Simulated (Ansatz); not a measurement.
**Nudged elastic band run: CH5BN2Si**

input.yaml

```yaml
crystal:
  periodic: [false, false, false]
  atoms:
    - { symbol: Si, position_ang: [-1.10012, -1.332956, -0.557261] }
    - { symbol: B, position_ang: [0.365262, -0.148118, 0.226532] }
    - { symbol: "N", position_ang: [0.699511, 0.226419, 1.607234] }
    - { symbol: C, position_ang: [1.102432, 1.275977, 1.00803] }
    - { symbol: "N", position_ang: [1.220514, 0.928192, -0.345551] }
    - { symbol: H, position_ang: [-2.387139, -0.589773, -0.523578] }
    - { symbol: H, position_ang: [-0.806369, -1.680167, -1.971177] }
    - { symbol: H, position_ang: [-1.248239, -2.583431, 0.224093] }
    - { symbol: H, position_ang: [1.257234, 2.278954, 1.410328] }
    - { symbol: H, position_ang: [0.980016, 1.573703, -1.075751] }
basis:
  gaussian: { orbitals: def2-SVP }
hamiltonian:
  xc: hf
neb:
  order_check: false
  images: 7
  f_tol: 0.05
  max_iterations: 32
  final_atoms:
    - { symbol: Si, position_ang: [-1.0582057, -1.33802472, -0.62542136] }
    - { symbol: B, position_ang: [0.43443412, -0.04504857, -0.1102018] }
    - { symbol: "N", position_ang: [1.54659623, -0.15541223, 0.844183] }
    - { symbol: C, position_ang: [1.35963217, 1.10347688, 0.89479019] }
    - { symbol: "N", position_ang: [0.60290458, 1.42825336, -0.24131177] }
    - { symbol: H, position_ang: [-1.80669514, -0.84749332, -1.8107537] }
    - { symbol: H, position_ang: [-0.50808331, -2.68093715, -0.92712046] }
    - { symbol: H, position_ang: [-2.01167274, -1.45209423, 0.50886813] }
    - { symbol: H, position_ang: [1.64045183, 1.80795773, 1.68000577] }
    - { symbol: H, position_ang: [-0.11626005, 2.12812226, -0.21013899] }
  initial_path:
    images:
      - { positions_ang: [[-1.10012, -1.332956, -0.557261], [0.365262, -0.148118, 0.226532], [0.699511, 0.226419, 1.607234], [1.102432, 1.275977, 1.00803], [1.220514, 0.928192, -0.345551], [-2.387139, -0.589773, -0.523578], [-0.806369, -1.680167, -1.971177], [-1.248239, -2.583431, 0.224093], [1.257234, 2.278954, 1.410328], [0.980016, 1.573703, -1.075751]] }
      - { positions_ang: [[-1.09369413, -1.3564357, -0.56328983], [0.30925922, -0.13848813, 0.20361303], [0.76515991, 0.17593554, 1.54262892], [1.18100005, 1.27903363, 1.00899027], [1.04446595, 1.01617579, -0.30116786], [-2.33605735, -0.60331961, -0.71985107], [-0.69888457, -1.81979939, -1.8725144], [-1.34236389, -2.48893155, 0.28203527], [1.44597103, 2.20895509, 1.44447596], [0.80824577, 1.67567433, -1.02202128]] }
      - { positions_ang: [[-1.08726826, -1.37991541, -0.56931866], [0.25325645, -0.12885826, 0.18069406], [0.83080882, 0.12545209, 1.47802383], [1.25956809, 1.28209027, 1.00995054], [0.86841789, 1.10415957, -0.25678473], [-2.28497569, -0.61686623, -0.91612414], [-0.59140013, -1.95943178, -1.7738518], [-1.43648877, -2.3944321, 0.33997754], [1.63470807, 2.13895618, 1.47862392], [0.63647554, 1.77764566, -0.96829156]] }
      - { positions_ang: [[-1.08084239, -1.40339511, -0.5753475], [0.19725367, -0.1192284, 0.15777509], [0.89645773, 0.07496863, 1.41341875], [1.33813614, 1.2851469, 1.0109108], [0.69236984, 1.19214336, -0.21240159], [-2.23389404, -0.63041284, -1.1123972], [-0.4839157, -2.09906416, -1.6751892], [-1.53061366, -2.29993264, 0.39791982], [1.8234451, 2.06895727, 1.51277188], [0.46470531, 1.87961699, -0.91456185]] }
      - { positions_ang: [[-1.07441652, -1.42687482, -0.58137633], [0.14125089, -0.10959853, 0.13485612], [0.96210664, 0.02448518, 1.34881366], [1.41670418, 1.28820354, 1.01187107], [0.51632178, 1.28012714, -0.16801845], [-2.18281238, -0.64395946, -1.30867027], [-0.37643127, -2.23869655, -1.5765266], [-1.62473854, -2.20543319, 0.45586209], [2.01218214, 1.99895836, 1.54691984], [0.29293508, 1.98158832, -0.86083213]] }
      - { positions_ang: [[-1.07036381, -1.40466229, -0.59238759], [0.2145467, -0.09346104, 0.07359164], [1.10822904, -0.02048917, 1.222656], [1.40243618, 1.24202187, 0.98260085], [0.53796748, 1.3171587, -0.18634178], [-2.08878307, -0.69484292, -1.43419113], [-0.40934428, -2.3492567, -1.41417507], [-1.72147209, -2.01709845, 0.4691136], [1.91924956, 1.95120821, 1.58019132], [0.1906363, 2.0182218, -0.69815884]] }
      - { positions_ang: [[-1.06631111, -1.38244977, -0.60339885], [0.28784251, -0.07732355, 0.01232716], [1.25435144, -0.06546352, 1.09649833], [1.38816818, 1.19584021, 0.95333063], [0.55961318, 1.35419025, -0.20466511], [-1.99475376, -0.74572639, -1.55971199], [-0.44225729, -2.45981685, -1.25182353], [-1.81820564, -1.82876371, 0.48236511], [1.82631698, 1.90345805, 1.6134628], [0.08833751, 2.05485529, -0.53548556]] }
      - { positions_ang: [[-1.0622584, -1.36023724, -0.61441011], [0.36113832, -0.06118606, -0.04893732], [1.40047383, -0.11043787, 0.97034066], [1.37390017, 1.14965854, 0.92406041], [0.58125888, 1.3912218, -0.22298844], [-1.90072445, -0.79660985, -1.68523284], [-0.4751703, -2.570377, -1.089472], [-1.91493919, -1.64042897, 0.49561662], [1.73338441, 1.85570789, 1.64673428], [-0.01396127, 2.09148877, -0.37281228]] }
      - { positions_ang: [[-1.0582057, -1.33802472, -0.62542136], [0.43443412, -0.04504857, -0.1102018], [1.54659623, -0.15541223, 0.844183], [1.35963217, 1.10347688, 0.89479019], [0.60290458, 1.42825336, -0.24131177], [-1.80669514, -0.84749332, -1.8107537], [-0.50808331, -2.68093715, -0.92712046], [-2.01167274, -1.45209423, 0.50886813], [1.64045183, 1.80795773, 1.68000577], [-0.11626005, 2.12812226, -0.21013899]] }
```

Launched with:

```bash
$ ansatz run input.yaml --threads 1 --pin off --max-ram 2048MiB --backend cpu --events-out ev --progress --plain --runs-dir out
```

Output, in part (warnings, iteration lines, the closing report on the highest movable image, with atoms numbered from 0):

```
NEB end point (image 0): max|allowed force component| = 4.908e-3 eV/Å (the criterion of neb.relax_end_points is 1.000e-2)
NEB end point (image 8): max|allowed force component| = 1.521e-2 eV/Å (the criterion of neb.relax_end_points is 1.000e-2)
NEB iter   1: max|band force component| = 8.418e0 eV/Å  barrier→ = 1.6755 eV  barrier← = 1.6751 eV  Δτ_max = 0.1955 Å  (373 SCF iters)
NEB iter   2: max|band force component| = 3.556e0 eV/Å  barrier→ = 0.6753 eV  barrier← = 0.6750 eV  Δτ_max = 0.1971 Å  (278 SCF iters)
NEB iter   3: max|band force component| = 8.752e0 eV/Å  barrier→ = 0.9629 eV  barrier← = 0.9626 eV  Δτ_max = 0.0982 Å  (277 SCF iters)
NEB iter   4: max|band force component| = 1.176e0 eV/Å  barrier→ = 0.1688 eV  barrier← = 0.1685 eV  Δτ_max = 0.0389 Å  (260 SCF iters)
NEB iter   5: max|band force component| = 4.309e-1 eV/Å  barrier→ = 0.1262 eV  barrier← = 0.1259 eV  CI = image 4  Δτ_max = 0.0690 Å  (270 SCF iters)
NEB iter   6: max|band force component| = 3.234e-1 eV/Å  barrier→ = 0.1170 eV  barrier← = 0.1167 eV  CI = image 4  Δτ_max = 0.1112 Å  (263 SCF iters)
NEB iter   7: max|band force component| = 5.511e-1 eV/Å  barrier→ = 0.1149 eV  barrier← = 0.1146 eV  CI = image 4  Δτ_max = 0.0553 Å  (263 SCF iters)
NEB iter   8: max|band force component| = 2.811e-1 eV/Å  barrier→ = 0.1129 eV  barrier← = 0.1126 eV  CI = image 4  Δτ_max = 0.0550 Å  (261 SCF iters)
NEB iter   9: max|band force component| = 2.708e-1 eV/Å  barrier→ = 0.1089 eV  barrier← = 0.1086 eV  CI = image 4  Δτ_max = 0.0557 Å  (266 SCF iters)
NEB iter  10: max|band force component| = 2.973e-1 eV/Å  barrier→ = 0.1010 eV  barrier← = 0.1007 eV  CI = image 4  Δτ_max = 0.0277 Å  (262 SCF iters)
NEB iter  11: max|band force component| = 2.663e-1 eV/Å  barrier→ = 0.0940 eV  barrier← = 0.0937 eV  CI = image 4  Δτ_max = 0.0569 Å  (270 SCF iters)
NEB iter  12: max|band force component| = 2.888e-1 eV/Å  barrier→ = 0.0854 eV  barrier← = 0.0851 eV  CI = image 4  Δτ_max = 0.0277 Å  (263 SCF iters)
NEB iter  13: max|band force component| = 2.985e-1 eV/Å  barrier→ = 0.0797 eV  barrier← = 0.0794 eV  CI = image 4  Δτ_max = 0.0553 Å  (240 SCF iters)
NEB iter  14: max|band force component| = 3.308e-1 eV/Å  barrier→ = 0.0623 eV  barrier← = 0.0620 eV  CI = image 4  Δτ_max = 0.0553 Å  (245 SCF iters)
NEB iter  15: max|band force component| = 3.457e-1 eV/Å  barrier→ = 0.0530 eV  barrier← = 0.0527 eV  CI = image 4  Δτ_max = 0.1098 Å  (247 SCF iters)
NEB iter  16: max|band force component| = 3.029e-1 eV/Å  barrier→ = 0.0467 eV  barrier← = 0.0463 eV  CI = image 4  Δτ_max = 0.1609 Å  (243 SCF iters)
NEB iter  17: max|band force component| = 2.452e-1 eV/Å  barrier→ = 0.0222 eV  barrier← = 0.0218 eV  CI = image 4  Δτ_max = 0.2000 Å  (267 SCF iters)
NEB iter  18: max|band force component| = 1.721e-1 eV/Å  barrier→ = 0.0219 eV  barrier← = 0.0216 eV  CI = image 4  Δτ_max = 0.1470 Å  (258 SCF iters)
NEB iter  19: max|band force component| = 2.829e-1 eV/Å  barrier→ = 0.0195 eV  barrier← = 0.0191 eV  CI = image 5  Δτ_max = 0.0743 Å  (267 SCF iters)
NEB iter  20: max|band force component| = 1.205e-1 eV/Å  barrier→ = 0.0141 eV  barrier← = 0.0138 eV  CI = image 5  Δτ_max = 0.1117 Å  (268 SCF iters)
NEB iter  21: max|band force component| = 2.078e-1 eV/Å  barrier→ = 0.0101 eV  barrier← = 0.0098 eV  CI = image 5  Δτ_max = 0.0561 Å  (265 SCF iters)
NEB iter  22: max|band force component| = 4.944e-1 eV/Å  barrier→ = 0.0055 eV  barrier← = 0.0052 eV  CI = image 4  Δτ_max = 0.0888 Å  (225 SCF iters)
NEB iter  23: max|band force component| = 3.622e-1 eV/Å  barrier→ = 0.0056 eV  barrier← = 0.0053 eV  CI = image 5  Δτ_max = 0.0650 Å  (248 SCF iters)
NEB iter  24: max|band force component| = 3.226e-1 eV/Å  barrier→ = 0.0051 eV  barrier← = 0.0048 eV  CI = image 4  Δτ_max = 0.0669 Å  (256 SCF iters)
NEB iter  25: max|band force component| = 2.500e-1 eV/Å  barrier→ = 0.0053 eV  barrier← = 0.0050 eV  CI = image 5  Δτ_max = 0.0512 Å  (220 SCF iters)
NEB iter  26: max|band force component| = 1.968e-1 eV/Å  barrier→ = 0.0051 eV  barrier← = 0.0047 eV  CI = image 4  Δτ_max = 0.0357 Å  (250 SCF iters)
NEB iter  27: max|band force component| = 1.471e-1 eV/Å  barrier→ = 0.0050 eV  barrier← = 0.0047 eV  CI = image 5  Δτ_max = 0.0295 Å  (222 SCF iters)
NEB iter  28: max|band force component| = 1.319e-1 eV/Å  barrier→ = 0.0049 eV  barrier← = 0.0046 eV  CI = image 4  Δτ_max = 0.0182 Å  (254 SCF iters)
NEB iter  29: max|band force component| = 2.238e-2 eV/Å  barrier→ = 0.0049 eV  barrier← = 0.0046 eV  CI = image 4  Δτ_max = 0.0000 Å  (514 SCF iters)
Total energy: -12599.89392380 eV, -463.0375611848 hartree
Atom 0 at    -1.076807    -1.354214    -0.573821 Å, force    -0.003343    -0.000489     0.000628 eV/Å
Atom 1 at     0.407247    -0.103026     0.061340 Å, force     0.006408    -0.001453     0.000645 eV/Å
Atom 2 at     1.232060    -0.056129     1.276710 Å, force    -0.005427    -0.002953     0.000325 eV/Å
Atom 3 at     1.260158     1.178680     0.965736 Å, force     0.002222     0.002211    -0.002969 eV/Å
Atom 4 at     0.850788     1.250328    -0.374296 Å, force     0.001167    -0.002326    -0.003650 eV/Å
Atom 5 at    -2.164084    -0.580435    -1.228609 Å, force     0.000136     0.000478     0.000118 eV/Å
Atom 6 at    -0.520761    -2.304197    -1.571194 Å, force     0.001266     0.001233     0.000192 eV/Å
Atom 7 at    -1.653319    -2.123532     0.553867 Å, force     0.000400    -0.000190     0.000432 eV/Å
Atom 8 at     1.475478     2.040985     1.599785 Å, force    -0.001684     0.001649     0.000030 eV/Å
Atom 9 at     0.272342     2.000340    -0.706620 Å, force    -0.001144     0.001840     0.004249 eV/Å
Dipole moment:    -0.222466     0.595274    -0.153970 e Å
```

The run converged. The top lies less than 8 meV above the higher end, about what the thresholds resolve: that end is a shoulder or a very shallow well. A vibrational analysis at the climbing image gives no mode beyond 40i cm⁻¹: the surface is too flat there to confirm a saddle point.

Final band (atoms are numbered from 1 in the order of the input):

```csv
image,path coordinate (Å),energy (kJ/mol),dihedral H7–Si1–B2–N3 (°)
0,0.00,0.0,-165
1,0.47,0.0,-150
2,0.93,0.2,-134
3,1.40,0.4,-118
4,1.87,0.5,-102
5,2.28,0.5,-88
6,2.68,0.3,-75
7,3.09,0.2,-62
8,3.50,0.0,-49
```

Time of the run: 14 min on 1 CPU thread of a shared host.
